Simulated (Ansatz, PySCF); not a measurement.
Another site gives an ion 69343.87 eV lower (`O[SiH2]Br`) at the level CAM-B3LYP-D3(BJ)/def2-TZVPD (PySCF).

Level of theory: frozen-core CCSD(T)/def2-TZVPD // CAM-B3LYP-D3(BJ)/def2-TZVPD (Ansatz, a quantum-chemistry and plane-wave program).

Ansatz 0.2 input:
```yaml
crystal:
  periodic: [false, false, false]
  atoms:
    - { symbol: B, position_ang: [1.34081, 0.342013, 0.006532] }
    - { symbol: Si, position_ang: [-0.462457, -0.520036, -0.096649] }
    - { symbol: O, position_ang: [-1.746981, 0.512504, -0.230797] }
    - { symbol: H, position_ang: [2.316986, -0.336101, -0.087042] }
    - { symbol: H, position_ang: [1.507503, 1.506761, 0.197125] }
    - { symbol: H, position_ang: [-0.584978, -1.361899, 1.126664] }
    - { symbol: H, position_ang: [-0.566233, -1.411171, -1.272146] }
    - { symbol: H, position_ang: [-1.80465, 1.267931, 0.356316] }
basis:
  gaussian: { orbitals: def2-TZVPD }
correlation:
  method: ccsd_t
```

Output:

```
Functional definition: HF
1122 factors; integrals over basis functions are off by at most 1.2e-3 eV
mean field evaluation 1: about -10649.0258 eV, gradient 3.6e1 eV
mean field evaluation 2: about -10649.0301 eV, gradient 3.6e1 eV
mean field evaluation 4: about -10651.8764 eV, gradient 3.1e0 eV
mean field evaluation 8: about -10651.9210 eV, gradient 1.1e-1 eV
mean field evaluation 16: about -10651.9131 eV, gradient 4.0e-1 eV
mean field -10651.92115017 eV, -391.4508821372 hartree, gradient 5.7e-6 eV, S^2 0.000000; 0 other end points of the search recorded, 0 dependent functions left out
7 core orbitals not correlated
reference -10651.92115017 eV, -391.4508821372 hartree; 9, 9 occupied and 149, 149 virtual orbitals, 1122 factors
second order -12.37405650 eV of doubles, -0.00000000 eV of singles
cycle   1  -13.01975190 eV  change   -6.5e-1 eV  update   8.3e-2
cycle   2  -13.40176565 eV  change   -3.8e-1 eV  update   2.6e-2
cycle   3  -13.47705745 eV  change   -7.5e-2 eV  update   1.3e-2
cycle   4  -13.46909864 eV  change    8.0e-3 eV  update   3.4e-3
cycle   5  -13.46880621 eV  change    2.9e-4 eV  update   1.5e-3
cycle   6  -13.46894857 eV  change   -1.4e-4 eV  update   5.6e-4
cycle   7  -13.46866996 eV  change    2.8e-4 eV  update   2.3e-4
cycle   8  -13.46866249 eV  change    7.5e-6 eV  update   9.0e-5
cycle   9  -13.46870579 eV  change   -4.3e-5 eV  update   3.7e-5
cycle  10  -13.46869890 eV  change    6.9e-6 eV  update   1.3e-5
perturbative correction -0.43384883 eV, -0.0159436505 hartree
Total energy: -10665.82369790 eV, -391.9617913428 hartree
```

Cost: roughly 50 core-seconds.
